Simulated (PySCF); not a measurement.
Compound: C5H11NO2Si.
SMILES with atom numbers: `[CH2:1]=[CH:2][C@@H:3]1[CH2:4][CH2:5][O:6][Si@H:7]([NH2:8])[O:9]1`

NICS is the negative of the GIAO shielding at a point without a nucleus: at the ring centre (0) and 1 Å above and below it (1); zz is the component along the ring normal. Level: GIAO PBE0/pcSseg-1 (PySCF, non-relativistic, gas phase) on the GFN2-xTB geometry, one conformer.

Ring bond lengths (Å), with Mayer bond orders in brackets: C3–C4 1.534 (1.00), C4–C5 1.525 (1.04), C5–O6 1.399 (0.89), O6–Si7 1.632 (0.97), Si7–O9 1.637 (0.97), O9–C3 1.409 (0.84).

Problem. What do the NICS probes read (ppm)?

Solution. 
```tsv
ring	type	NICS(0)	NICS(1), two faces	NICS(1)zz, two faces	rms pucker (Å)	centre to ring atoms, mean (Å)
C3–C4–C5–O6–Si7–O9	6-membered ring with 2 O and Si; formal bonds all single	-2.0	-1.8 / -0.6	3.4 / 2.0	0.20	1.48
```

Problem. What do they say, and how far can they be read as aromaticity?

Solution. 
- C3–C4–C5–O6–Si7–O9: mean NICS(1)zz 2.7 ppm, near zero. C3, C4, C5, Si7 have four or more neighbours; no verdict on aromaticity is drawn.

Problem. At the second NICS(1) probe listed for ring C3–C4–C5–O6–Si7–O9, 1 Å off the ring, how large is the induced field along the normal in 9.4 T applied along it?

Solution. NICSzz × B0 = 2.0 ppm × 9.4 T = 19 μT, along the applied field.

Problem. List the ring angles and the Hirshfeld charges of the ring atoms.

Solution. 
- C3–C4–C5–O6–Si7–O9: C3 110.5° (+0.048 e), C4 111.0° (-0.084 e), C5 112.3° (+0.006 e), O6 119.5° (-0.235 e), Si7 107.6° (+0.469 e), O9 121.0° (-0.239 e); sum 682.0° against 720° for a flat convex ring.
